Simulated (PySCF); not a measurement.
NMR data simulated for an unnamed compound:

¹H NMR (600 MHz, computed): δ 4.64 (s, 3H), 3.81 (s, 6H), 1.94 (s, 2H).

¹³C{¹H} NMR (computed): δ 182.5 (C), 52.7 (CH3), 25.7 (CH2).

Level of theory: σ from GIAO-CAM-B3LYP/pcSseg-1, geometry: PBE0-D3(BJ)/def2-SVP, in PySCF 2.14.0 with density-fitted response routines (no relativistic terms, single conformer, averaged over atoms made equivalent by symmetry, fast rotation or ring inversion, no solvent).

Chemical shifts δ = σref − σ; ¹H and ¹³C vs TMS, all at this level.

Which of these does the molecule contain: a vinyl group CH=CH2, a methoxy group, a nitrile, a Si–H bond?

## Answers


- A vinyl group CH=CH2: no.
- A methoxy group: no.
- A nitrile: no.
- A Si–H bond: yes (δH 4.64 (s)).

The data belong to `COB(CC(=O)O[SiH3])OC`, C$_{4}$H$_{11}$BO$_{4}$Si; they needn't prove each group on their own.

Carbon signals by region: 1 in the far downfield region (above 160 ppm), 1 at 50–100 ppm, 1 below 50 ppm. Above 160 ppm: 182.5, carbonyl carbon.

A carbon bonded to boron is broadened by the quadrupolar boron nucleus and is often missing from a measured spectrum. Shifts are as computed, not scaled to solution data. Of 1313 compounds with measured shifts, 239 miss one by over three times the rms of a fit or turn the order of signals round; such compounds aren't used in these exercises. No couplings were computed; multiplicities are counted from neighbouring protons, with m where these are inequivalent, close in shift, in a saturated or five-membered ring or joined by F or P, and br s for small geminal =CH2 splittings.
